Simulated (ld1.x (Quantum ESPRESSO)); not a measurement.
Before and after: TM potential for nitrogen (N)

N, norm-conserving Troullier–Martins (Kleinman–Bylander form), made with ld1.x (Quantum ESPRESSO) 7.5 (BP86, scalar-relativistic). Core [He], reference 2s2 2p2.5 (charge +0.5). Waves: 2s (bound): rc 0.85 bohr; 2p (bound): rc 2.30 bohr; 3d channel at 0.05 Ry: rc 2.40 bohr. Local part: all-electron potential smoothed inside 0.75 bohr (lloc = -1). Core correction: none.

Change: wave 2s (bound): rc 0.85 bohr becomes 2s (bound): rc 0.70 bohr.

Cutoffs: the cutoffs (Ry, on a coarse ladder) from which the occupation-weighted sum of valence levels, in a spherical-Bessel basis at the reference potential, stays within 10 and 1 mRy of its value at 400 Ry; they do not see the model core or the augmentation charge, which bear on the density cutoff. Errors are all-electron minus pseudo energies relative to the spin-unpolarised reference configuration.

**Question.** What does the change do?

**Answer.** The potential gets harder (55 Ry and 140 Ry → 140 Ry and 300 Ry); of the 7 tests that both files solve, the error grows in 1 and shrinks in 0 by more than 15 % and 0.3 meV (median size 86.3 → 81.8 meV); neither file shows a bound ghost. A smaller radius makes the pseudo-wave follow the all-electron one further in, where it bends more sharply, so more plane waves are needed.

| quantity | base | changed |
| --- | --- | --- |
| cutoff, loose | 55 Ry | 140 Ry |
| cutoff, tight | 140 Ry | 300 Ry |
| loose cutoff by channel (10 mRy a level) | s 50 Ry, p 25 Ry | s 110 Ry, p 25 Ry |
| bound ghosts | none | none |
| error for 2s2 2p3, meV [ΔE -5.14 eV] | +11 | +11 |
| error for 2s2 2p2, meV [ΔE 8.54 eV] | +28 | +28 |
| error for 2s2 2p1, meV [ΔE 37.46 eV] | +478 | +484 |
| error for 2s1 2p4, meV [ΔE 6.37 eV] | +59 | +66 |
| error for 2s0 2p5, meV [ΔE 17.90 eV] | +89 | +120 |
| error for 2s2 2p0, meV [ΔE 84.57 eV] | +2143 | +2166 |
| error for 2s1 2p3, meV [ΔE 20.34 eV] | -86 | -82 |
| s: phases at 2.61 bohr within 0.05 rad from the reference energy up to (Ry; the scan ends near 5) | to the end of the scan | to the end of the scan |
| p: phases at 2.61 bohr within 0.05 rad from the reference energy up to (Ry; the scan ends near 5) | 0.6 | 0.6 |
| d: phases at 2.61 bohr within 0.05 rad from the reference energy up to (Ry; the scan ends near 5) | 2.8 | 2.9 |
